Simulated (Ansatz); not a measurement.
Cl₄Ga, charge -2, doublet, geometry from GFN2-xTB of the parent state (such geometries of metal compounds can be far from the true shape) (a state made from the parent by changing its charge; the spin is typed, not shown lowest) (a gas-phase anion, which may not be bound at this level).

Ansatz (a program for electronic structure) was given this input:
Ansatz 0.2 input:
```yaml
crystal:
  periodic: [false, false, false]
  atoms:
    - {symbol: Ga, position_ang: [0.00000000, 0.00000000, -0.00000000]}
    - {symbol: Cl, position_ang: [1.71278737, -0.59908363, -1.19330116]}
    - {symbol: Cl, position_ang: [0.65537446, 0.49189976, 2.01122558]}
    - {symbol: Cl, position_ang: [-0.93767909, 1.73912871, -0.90149802]}
    - {symbol: Cl, position_ang: [-1.43048275, -1.63194484, 0.08357359]}
basis:
  gaussian:
    orbitals: cc-pVDZ
hamiltonian:
  xc: pbe0
total_charge: -2
magnetization: {spin_polarized: true, initial_magnetization: 1}
```

Question: What does this run give for the number of basis functions, total energy, <S^2>?

Answer: 
```
Property                           Value
-------------------------  -------------
number of basis functions             99
total energy               -3764.8980 Eh
<S^2>                              0.751
```

A gas-phase anion may not be bound at this level; its values then depend on the basis.
